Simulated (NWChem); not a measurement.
System: C3H4ClF; SMILES C(=C(/C)F)/Cl

```xyz
9

C     -1.4229     1.0358     0.0000
C      0.0465     0.8573     0.0000
F      0.7255     2.0106     0.0000
C      0.7597    -0.2726     0.0000
Cl     0.0498    -1.8412     0.0000
H     -1.7336     1.6096     0.8876
H     -1.9339     0.0662     0.0000
H     -1.7336     1.6096    -0.8876
H      1.8504    -0.2483     0.0000
```
Atoms are numbered in this order, from 1.

Level: PBE0/def2-SVP (NWChem), optimised geometry, unscaled harmonic frequencies. 

```json
[
 {"frequency (cm⁻¹)": "156", "IR intensity (km/mol)": "0.2"},
 {"frequency (cm⁻¹)": "222", "IR intensity (km/mol)": "2.7"},
 {"frequency (cm⁻¹)": "263", "IR intensity (km/mol)": "1.5"},
 {"frequency (cm⁻¹)": "418", "IR intensity (km/mol)": "4.8"},
 {"frequency (cm⁻¹)": "467", "IR intensity (km/mol)": "3.8"},
 {"frequency (cm⁻¹)": "472", "IR intensity (km/mol)": "1.1"},
 {"frequency (cm⁻¹)": "818", "IR intensity (km/mol)": "6.3"},
 {"frequency (cm⁻¹)": "819", "IR intensity (km/mol)": "44.7"},
 {"frequency (cm⁻¹)": "952", "IR intensity (km/mol)": "71.7"},
 {"frequency (cm⁻¹)": "1020", "IR intensity (km/mol)": "15.8"},
 {"frequency (cm⁻¹)": "1049", "IR intensity (km/mol)": "1.2"},
 {"frequency (cm⁻¹)": "1209", "IR intensity (km/mol)": "101.2"},
 {"frequency (cm⁻¹)": "1322", "IR intensity (km/mol)": "23.6"},
 {"frequency (cm⁻¹)": "1418", "IR intensity (km/mol)": "52.9"},
 {"frequency (cm⁻¹)": "1442", "IR intensity (km/mol)": "3.2"},
 {"frequency (cm⁻¹)": "1444", "IR intensity (km/mol)": "9.5"},
 {"frequency (cm⁻¹)": "1774", "IR intensity (km/mol)": "38.1"},
 {"frequency (cm⁻¹)": "3064", "IR intensity (km/mol)": "8.1"},
 {"frequency (cm⁻¹)": "3145", "IR intensity (km/mol)": "2.8"},
 {"frequency (cm⁻¹)": "3205", "IR intensity (km/mol)": "0.4"},
 {"frequency (cm⁻¹)": "3253", "IR intensity (km/mol)": "10.0"}
]
```

```yaml
zero_point_energy: 39.9 kcal/mol
thermal correction to the enthalpy at 298.15 K (with zero-point energy): 44.0 kcal/mol
heat capacity Cv: 18.5 cal/(mol K)
entropy at 298.15 K and 1 atm (symmetry number 1): 75.4 cal/(mol K)
dipole_moment: 0.91 D
```

Rigid rotor and harmonic oscillator.
